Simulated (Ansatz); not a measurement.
A run for Ansatz (a quantum-chemistry and plane-wave program): R-CCSD(T)/def2-TZVPP on BrHSSn (SMILES [SH][Sn][Br]), a point of a torsion scan. Elements past Kr take the def2 small-core potentials; no spin–orbit coupling. The run froze 28 orbitals, filled d shells among them.

Ansatz 0.2 input:
```yaml
crystal:
  periodic: [false, false, false]
  atoms:
    - {symbol: S, position_ang: [-1.42567296, 0.33676637, 0.51135352]}
    - {symbol: Sn, position_ang: [0.73849308, 1.18577732, -0.34009652]}
    - {symbol: Br, position_ang: [2.20423173, -0.84422377, 0.09095371]}
    - {symbol: H, position_ang: [-1.52700441, -0.69784218, -0.31344795]}
basis:
  gaussian:
    orbitals: def2-TZVPP
magnetization: {spin_polarized: false}
correlation: {method: ccsd_t, electrons: outside_noble_gas}
scf: {lower_state_search: off}
```

Output:

```
WARN ansatz: RAYON_NUM_THREADS=1 ignored (pool sized by the plan → 1); use --threads N
Functional definition: HF
these checks for a lower state are left out or cut short: stability, starts, cluster_reference, orbital_swaps, neighbouring_geometries, increment
integrals: 0.37 GiB planned
1121 factors; integrals over basis functions are off by at most 8.5e-4 eV
mean field: 0.59 GiB planned
mean field evaluation 1: about -86639.1222 eV, gradient 1.9e1 eV
mean field evaluation 2: about -86639.2402 eV, gradient 1.9e1 eV
mean field evaluation 4: about -86640.6891 eV, gradient 2.2e0 eV
mean field evaluation 8: about -86640.7322 eV, gradient 2.4e-1 eV
mean field -86640.73283073 eV, -3183.9882043314 hartree, gradient 2.2e-6 eV, S^2 0.000000; 0 other end points of the search recorded, 0 dependent functions left out
28 core orbitals not correlated
reference -86640.73283073 eV, -3183.9882043314 hartree; 9, 9 occupied and 117, 117 virtual orbitals, 1121 factors
second order -11.29303135 eV of doubles, -0.00000000 eV of singles
coupled cluster: 0.74 GiB planned
cycle   1  -11.99049508 eV  change   -7.0e-1 eV  update   8.5e-2
cycle   2  -12.29170097 eV  change   -3.0e-1 eV  update   2.7e-2
cycle   3  -12.35424073 eV  change   -6.3e-2 eV  update   1.5e-2
cycle   4  -12.34641041 eV  change    7.8e-3 eV  update   4.8e-3
cycle   5  -12.34440961 eV  change    2.0e-3 eV  update   2.2e-3
cycle   6  -12.34451550 eV  change   -1.1e-4 eV  update   9.6e-4
cycle   7  -12.34451114 eV  change    4.4e-6 eV  update   4.0e-4
cycle   8  -12.34460062 eV  change   -8.9e-5 eV  update   1.7e-4
cycle   9  -12.34460039 eV  change    2.3e-7 eV  update   6.9e-5
cycle  10  -12.34457471 eV  change    2.6e-5 eV  update   3.0e-5
cycle  11  -12.34459043 eV  change   -1.6e-5 eV  update   1.3e-5
perturbative correction -0.57600055 eV, -0.0211676300 hartree
Total energy: -86653.65342172 eV, -3184.4630272922 hartree
Checks for a lower state left out: stability, starts, cluster_reference, orbital_swaps, neighbouring_geometries, increment
```

Self-consistency was reached.

Cost: around 29 core-seconds (rough).
